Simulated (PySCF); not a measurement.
fluoromethane (CH3F), singlet, at a GFN2-xTB geometry, atoms displaced at random by about 0.05 Å a coordinate; B3LYP/6-31G* (PySCF).

PySCF was given this input:
```python
from pyscf import gto, scf, dft
from pyscf.geomopt import geometric_solver

mol = gto.Mole()
mol.atom = '''
    C    -0.669630    0.110374    0.062290
    F     0.685873   -0.252326   -0.059792
    H    -0.866792   -0.089195    1.033920
    H    -0.792532    1.135433   -0.223300
    H    -1.098399   -0.594407   -0.570711
'''
mol.basis = '6-31g*'
mol.charge = 0
mol.spin = 0
mol.verbose = 3
mol.build()

def method(m):
    mf = dft.RKS(m)
    mf.xc = 'b3lyp'
    return mf

conv, mol_eq = geometric_solver.kernel(method(mol), maxsteps=100, coordsys='cart')
print('optimisation converged:', conv)
print(mol_eq.tostring(format='xyz'))
mf = method(mol_eq)
mf.kernel()
```

**Question.** Write the output that PySCF gives for this input, abridged.

**Answer.** 
```
Custom engine selected.
Bonds will be generated from interatomic distances less than 1.20 times sum of covalent radii
15 Cartesian coordinates being used
Internal coordinate system (atoms numbered from 1):
Cartesian-X 1
Cartesian-Y 1
Cartesian-Z 1
Cartesian-X 2
Cartesian-Y 2
Cartesian-Z 2
Cartesian-X 3
Cartesian-Y 3
Cartesian-Z 3
Cartesian-X 4
Cartesian-Y 4
Cartesian-Z 4
Cartesian-X 5
Cartesian-Y 5
Cartesian-Z 5
<class 'geometric.internal.CartesianX'> : 5
<class 'geometric.internal.CartesianY'> : 5
<class 'geometric.internal.CartesianZ'> : 5
> ===== Optimization Info: ====
> Job type: Energy minimization
> Maximum number of optimization cycles: 100
> Initial / maximum trust radius (Angstrom): 0.100 / 0.300
> Convergence Criteria:
> Will converge when all 5 criteria are reached:
>  |Delta-E| < 1.00e-06
>  RMS-Grad  < 3.00e-04
>  Max-Grad  < 4.50e-04
>  RMS-Disp  < 1.20e-03
>  Max-Disp  < 1.80e-03
> === End Optimization Info ===

Geometry optimization cycle 1
Cartesian coordinates (Angstrom)
 Atom        New coordinates             dX        dY        dZ
   C  -0.669630   0.110374   0.062290    0.000000  0.000000  0.000000
   F   0.685873  -0.252326  -0.059792    0.000000  0.000000  0.000000
   H  -0.866792  -0.089195   1.033920    0.000000  0.000000  0.000000
   H  -0.792532   1.135433  -0.223300    0.000000  0.000000  0.000000
   H  -1.098399  -0.594407  -0.570711    0.000000  0.000000  0.000000

WARN: Mole.unit (angstrom) is changed to Bohr

converged SCF energy = -139.718631972368
--------------- RKS_Scanner gradients ---------------
         x                y                z
0 C    -0.0603334447     0.0017655218     0.0352025472
1 F    -0.0108968245    -0.0101364603     0.0009000418
2 H     0.0276139317     0.0050742715    -0.0651733873
3 H     0.0069355730    -0.0134416122     0.0041593973
4 H     0.0366357288     0.0167494542     0.0248509268
----------------------------------------------
cycle 1: E = -139.718631972  dE = -139.719  norm(grad) = 0.11237
Step    0 : Gradient = 5.025e-02/7.096e-02 (rms/max) Energy = -139.7186319724
[...]
Geometry optimization cycle 2
Cartesian coordinates (Angstrom)
 Atom        New coordinates             dX        dY        dZ
   C  -0.605776   0.108505   0.025033    0.063854 -0.001869 -0.037257
   F   0.697406  -0.241598  -0.060745    0.011533  0.010728 -0.000953
   H  -0.896017  -0.094565   1.102897   -0.029225 -0.005370  0.068977
   H  -0.799872   1.149659  -0.227702   -0.007340  0.014226 -0.004402
   H  -1.137173  -0.612134  -0.597012   -0.038774 -0.017727 -0.026301
converged SCF energy = -139.727708121213
--------------- RKS_Scanner gradients ---------------
         x                y                z
0 C     0.0173536013     0.0235901923    -0.0353070653
1 F    -0.0315075579    -0.0047384161     0.0063981198
2 H     0.0034105542    -0.0095484608     0.0192701303
3 H    -0.0011899053    -0.0030451006     0.0044566936
4 H     0.0119272556    -0.0062555577     0.0051121877
----------------------------------------------
cycle 2: E = -139.727708121  dE = -0.00907615  norm(grad) = 0.06223
Step    1 : Displace = 5.319e-02/7.509e-02 (rms/max) Trust = 1.000e-01 (=) Grad = 2.783e-02/4.587e-02 (rms/max) E (change) = -139.7277081212 (-9.076e-03) Quality = 0.719
Along Cartesian-Z 3 0.580
[...]
Geometry optimization cycle 3
Cartesian coordinates (Angstrom)
 Atom        New coordinates             dX        dY        dZ
   C  -0.609305   0.087391   0.049265   -0.003529 -0.021115  0.024231
   F   0.727270  -0.235452  -0.066553    0.029864  0.006146 -0.005809
   H  -0.904398  -0.087146   1.098623   -0.008381  0.007419 -0.004274
   H  -0.800175   1.154958  -0.232436   -0.000303  0.005299 -0.004734
   H  -1.154809  -0.609888  -0.606353   -0.017637  0.002246 -0.009341
converged SCF energy = -139.730779690404
--------------- RKS_Scanner gradients ---------------
         x                y                z
0 C     0.0025957186     0.0011477266    -0.0017419336
1 F    -0.0061939448    -0.0054289914     0.0010947313
2 H     0.0026497529    -0.0033338313     0.0050289875
3 H    -0.0034535442     0.0147447769    -0.0023711034
4 H     0.0043552148    -0.0071296423    -0.0020507332
----------------------------------------------
cycle 3: E = -139.73077969  dE = -0.00307157  norm(grad) = 0.020797
Step    2 : Displace = 2.283e-02/3.232e-02 (rms/max) Trust = 1.000e-01 (=) Grad = 9.301e-03/1.533e-02 (rms/max) E (change) = -139.7307796904 (-3.072e-03) Quality = 1.116
Along Cartesian-X 2 0.585
[...]
Geometry optimization cycle 4
Cartesian coordinates (Angstrom)
 Atom        New coordinates             dX        dY        dZ
   C  -0.610865   0.083533   0.052988   -0.001560 -0.003857  0.003723
   F   0.738502  -0.227882  -0.068566    0.011232  0.007570 -0.002012
   H  -0.909449  -0.082449   1.094206   -0.005051  0.004697 -0.004417
   H  -0.796279   1.138253  -0.230260    0.003896 -0.016705  0.002177
   H  -1.163268  -0.601595  -0.605765   -0.008458  0.008293  0.000588
converged SCF energy = -139.731507675641
--------------- RKS_Scanner gradients ---------------
         x                y                z
0 C    -0.0049387020     0.0031313976     0.0024521040
1 F     0.0017659507    -0.0048644053    -0.0001563239
2 H     0.0022781295    -0.0013385170     0.0003572015
3 H    -0.0020517156     0.0075340356    -0.0010395217
4 H     0.0028956859    -0.0044663558    -0.0016408418
----------------------------------------------
cycle 4: E = -139.731507676  dE = -0.000727985  norm(grad) = 0.0129306
Step    3 : Displace = 1.205e-02/1.729e-02 (rms/max) Trust = 1.414e-01 (+) Grad = 5.783e-03/7.877e-03 (rms/max) E (change) = -139.7315076756 (-7.280e-04) Quality = 1.424
Along Cartesian-Y 4 -0.620
[...]
Geometry optimization cycle 5
Cartesian coordinates (Angstrom)
 Atom        New coordinates             dX        dY        dZ
   C  -0.603177   0.072242   0.054562    0.007688 -0.011291  0.001574
   F   0.745579  -0.214525  -0.070213    0.007077  0.013357 -0.001647
[...]
converged SCF energy = -139.73191479154
--------------- RKS_Scanner gradients ---------------
         x                y                z
0 C    -0.0016226205    -0.0022767481     0.0023892734
1 F     0.0011679659    -0.0009291153    -0.0004640293
2 H     0.0004762799     0.0010555452    -0.0019896918
3 H    -0.0010268825     0.0017586985     0.0000414520
4 H     0.0009557099     0.0003847861     0.0000139752
----------------------------------------------
cycle 5: E = -139.731914792  dE = -0.000407116  norm(grad) = 0.00514573
Step    4 : Displace = 1.595e-02/2.099e-02 (rms/max) Trust = 2.000e-01 (+) Grad = 2.301e-03/3.678e-03 (rms/max) E (change) = -139.7319147915 (-4.071e-04) Quality = 1.059
Along Cartesian-Y 4 -0.566
[...]
Geometry optimization cycle 6
Cartesian coordinates (Angstrom)
 Atom        New coordinates             dX        dY        dZ
   C  -0.601947   0.073406   0.053464    0.001230  0.001164 -0.001097
   F   0.745719  -0.212778  -0.070002    0.000140  0.001747  0.000211
   H  -0.918213  -0.077134   1.091832   -0.000877 -0.000554  0.001068
   H  -0.789395   1.115322  -0.228382    0.001458 -0.002740 -0.000125
   H  -1.177341  -0.588942  -0.604203   -0.001889  0.000390 -0.000041
converged SCF energy = -139.731934459933
--------------- RKS_Scanner gradients ---------------
         x                y                z
0 C    -0.0000710311     0.0006760732     0.0002620199
1 F     0.0005358143    -0.0006393695    -0.0002395874
2 H    -0.0001023975     0.0006461253    -0.0003613024
3 H    -0.0006062699    -0.0006477353     0.0006215368
4 H     0.0001947943    -0.0000413536    -0.0002929574
----------------------------------------------
cycle 6: E = -139.73193446  dE = -1.96684e-05  norm(grad) = 0.00177242
Step    5 : Displace = 2.134e-03/3.092e-03 (rms/max) Trust = 2.828e-01 (+) Grad = 7.927e-04/1.083e-03 (rms/max) E (change) = -139.7319344599 (-1.967e-05) Quality = 1.045
Along Cartesian-Y 4 -0.574
[...]
Geometry optimization cycle 7
Cartesian coordinates (Angstrom)
 Atom        New coordinates             dX        dY        dZ
   C  -0.601913   0.073007   0.053069    0.000033 -0.000399 -0.000396
   F   0.745253  -0.211908  -0.069713   -0.000466  0.000870  0.000289
   H  -0.918171  -0.077953   1.092336    0.000042 -0.000819  0.000505
   H  -0.788511   1.115632  -0.229079    0.000884  0.000310 -0.000697
   H  -1.177771  -0.588895  -0.603890   -0.000430  0.000047  0.000313
converged SCF energy = -139.731938877201
--------------- RKS_Scanner gradients ---------------
         x                y                z
0 C     0.0003026154    -0.0000349926    -0.0004926126
1 F     0.0000240646    -0.0003321378    -0.0000979538
2 H    -0.0001726522     0.0004654691     0.0001766147
3 H    -0.0004521206    -0.0002684409     0.0004478200
4 H     0.0002494344     0.0001640467    -0.0000444113
----------------------------------------------
cycle 7: E = -139.731938877  dE = -4.41727e-06  norm(grad) = 0.00114094
Step    6 : Displace = 8.887e-04/1.155e-03 (rms/max) Trust = 3.000e-01 (+) Grad = 5.102e-04/6.907e-04 (rms/max) E (change) = -139.7319388772 (-4.417e-06) Quality = 1.411
Along Cartesian-X 4 0.445
[...]
Geometry optimization cycle 8
Cartesian coordinates (Angstrom)
 Atom        New coordinates             dX        dY        dZ
   C  -0.602161   0.073100   0.053322   -0.000248  0.000093  0.000254
   F   0.744721  -0.210664  -0.069298   -0.000532  0.001244  0.000415
   H  -0.917910  -0.079403   1.092615    0.000261 -0.001451  0.000279
   H  -0.787052   1.116050  -0.230283    0.001459  0.000418 -0.001204
   H  -1.178581  -0.589183  -0.603606   -0.000810 -0.000289  0.000285
converged SCF energy = -139.731942357067
--------------- RKS_Scanner gradients ---------------
         x                y                z
0 C     0.0005536467    -0.0001534908    -0.0002430014
1 F    -0.0004041430    -0.0000230892    -0.0000167986
2 H    -0.0000827260     0.0001900525     0.0002426510
3 H    -0.0001526054     0.0000038430     0.0001503372
4 H     0.0000374743    -0.0000233692    -0.0001434367
----------------------------------------------
cycle 8: E = -139.731942357  dE = -3.47987e-06  norm(grad) = 0.000850619
Step    7 : Displace = 1.338e-03/1.923e-03 (rms/max) Trust = 3.000e-01 (=) Grad = 3.804e-04/6.238e-04 (rms/max) E (change) = -139.7319423571 (-3.480e-06) Quality = 1.264
Along Cartesian-X 4 0.487
[...]
Geometry optimization cycle 9
Cartesian coordinates (Angstrom)
 Atom        New coordinates             dX        dY        dZ
   C  -0.602718   0.073239   0.053387   -0.000557  0.000139  0.000064
   F   0.744844  -0.210084  -0.069076    0.000123  0.000580  0.000222
   H  -0.917769  -0.080223   1.092620    0.000141 -0.000819  0.000005
   H  -0.786296   1.116173  -0.230913    0.000756  0.000122 -0.000630
   H  -1.178932  -0.589191  -0.603243   -0.000351 -0.000008  0.000362
converged SCF energy = -139.73194320029
--------------- RKS_Scanner gradients ---------------
         x                y                z
0 C    -0.0000213281    -0.0001301326    -0.0002192732
1 F    -0.0001247090     0.0000346667    -0.0000009895
2 H     0.0000024790     0.0000412048     0.0001966146
3 H     0.0000363937     0.0000158741     0.0000331388
4 H     0.0000590038     0.0000323163    -0.0000198314
----------------------------------------------
cycle 9: E = -139.7319432  dE = -8.43223e-07  norm(grad) = 0.000360805
Step    8 : Displace = 7.293e-04/9.823e-04 (rms/max) Trust = 3.000e-01 (=) Grad = 1.614e-04/2.559e-04 (rms/max) E (change) = -139.7319432003 (-8.432e-07) Quality = 1.046
Along Cartesian-Y 3 -0.502
[...]
Converged! =D

optimisation converged: True
5
XYZ from PySCF
C          -0.60271822        0.07323923        0.05338663
F           0.74484403       -0.21008387       -0.06907638
H          -0.91776872       -0.08022260        1.09261982
H          -0.78629623        1.11617254       -0.23091310
H          -1.17893173       -0.58919122       -0.60324340
converged SCF energy = -139.731943200289
```
